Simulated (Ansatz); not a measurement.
Mulliken charges of CH6NSSb (`[NH2][SbH][CH2]S`) from B3LYP/def2-TZVPP in Ansatz (PBE0-D4/def2-TZVP geometry).

```tsv
atom	x (Å)	y (Å)	z (Å)	charge (e)
N1	-1.790	1.058	-0.188	-0.557
Sb2	0.243	1.080	-0.331	0.594
C3	0.527	-0.882	0.539	-0.363
S4	2.240	-1.423	0.372	-0.177
H5	-2.261	0.568	-0.937	0.139
H6	-2.181	1.988	-0.122	0.137
H7	0.366	0.444	-1.920	-0.131
H8	-0.075	-1.604	-0.012	0.129
H9	0.202	-0.885	1.579	0.135
H10	2.812	-0.395	1.022	0.093
```

By hand: the dipole of these point charges (1 e Å = 4.8032 D).

Σ q r = (0.172, 0.554, 0.058) e Å, of length 0.583 e Å = 2.80 D.

How does the dipole of the full density compare? (Estimate.)

Computed: (-0.234, 0.267, -0.044) e Å, 1.72 D; the point charges give 1.63 times that, at 60° from its direction.

Point charges leave out the atoms' own dipoles, such as those of lone pairs, and Mulliken's split depends on the basis, so the two needn't agree.

B3LYP here is the variant with VWN-RPA as its local correlation; programs differ in this.
